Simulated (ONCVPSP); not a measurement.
# Before and after: ONCV potential for vanadium

```
Element                 : V
Generator               : ONCVPSP 4.0.1
Type                    : optimised norm-conserving Vanderbilt (ONCV)
Functional              : PBE
Relativity              : scalar-relativistic
Frozen core             : [Ne]
Valence charge          : 13
Reference configuration : 3s2 3p6 3d3 4s2
Partial waves           : 3s+4s: rc 1.65 bohr, ncon 5, nbas 8, qcut 9.2 1/bohr, 2 projectors; 3p: rc 1.00 bohr, ncon 4, nbas 9, qcut 7.8 1/bohr, 1 projector; 3d: rc 2.30 bohr, ncon 4, nbas 9, qcut 8.1 1/bohr, 2 projectors, debl 3 Ha
Local potential         : polynomial inside 0.75 bohr (lpopt 5, dvloc0 2 Ha)
Core correction         : Teter function fitted to the true core (icmod 2), fcfact 0.4
```

Change: reference 3s2 3p6 3d3 4s1.

Cutoffs: the cutoffs (Ha) at which the residual kinetic energy of the hardest occupied pseudo-wave falls to 1 and 0.1 mHa per electron; they do not see the model core or the augmentation charge, which bear on the density cutoff. Errors are all-electron minus pseudo energies relative to the spin-unpolarised reference configuration.

**Question.** What does the change do?

**Answer.** The potential gets neither clearly harder nor softer (27 Ha and 189 Ha → 27 Ha and 188 Ha); neither file shows a bound ghost.

| quantity | base | changed |
| --- | --- | --- |
| cutoff, loose | 27 Ha | 27 Ha |
| cutoff, tight | 189 Ha | 188 Ha |
| loose cutoff by channel | s 27 Ha, p 23 Ha, d 22 Ha | s 27 Ha, p 23 Ha, d 22 Ha |
| bound ghosts | none | none |
| GHOST(+) flags under 300 eV | s at 294.7 eV | s at 287.2 eV |
| largest error over its own tests, meV | -192 | +173 |
| s: phases at 1.68 bohr within 0.05 rad from the reference energy up to (Ha; the scan ends near 5) | to the end of the scan | to the end of the scan |
| p: phases at 1.01 bohr within 0.05 rad from the reference energy up to (Ha; the scan ends near 5) | 4.9 | 4.7 |
| d: phases at 2.33 bohr within 0.05 rad from the reference energy up to (Ha; the scan ends near 5) | 4.7 | 4.4 |
| rms error of d²Exc/dni dnj with the model core, mHa | 0.98 | 1.03 |
